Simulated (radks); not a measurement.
Coulomb parameter of the 3d shell of neutral titanium in the model configuration [Ar] 3d0.5 4s2 4p1.5, as a second difference U = [E(n + 0.25) + E(n - 0.25) - 2 E(n)] / (0.25)^2 with all orbitals relaxed. "Bare": the charge of the atom changes with n. "Screened": the 4p shell takes up the change at fixed total charge, which measures U(3d,3d) + U(4p,4p) - 2 U(3d,4p). Calculated with a radial shooting solver on a logarithmic mesh with Libxc functionals: scalar-relativistic Kohn-Sham, SCAN, spin-unpolarised, spherical densities, finite nucleus; meta-GGA in the generalised Kohn-Sham scheme; Fermi nuclear charge, rms radius 3.5921 fm.

| case | configuration | E - E(n) (eV) |
|---|---|---|
| start | [Ar] 3d0.5 4s2 4p1.5 | 0.000 |
| bare +0.25 | [Ar] 3d0.75 4s2 4p1.5 | -2.621 |
| bare -0.25 | [Ar] 3d0.25 4s2 4p1.5 | 3.334 |
| screened +0.25 | [Ar] 3d0.75 4s2 4p1.25 | -2.062 |
| screened -0.25 | [Ar] 3d0.25 4s2 4p1.75 | 2.367 |

U(bare) = 11.410 eV, U(screened by 4p) = 4.876 eV, against the Slater integral F0(3d,3d) = 19.185 eV with frozen orbitals. The step up makes a negative ion, whose loosely bound charge lowers the bare value.
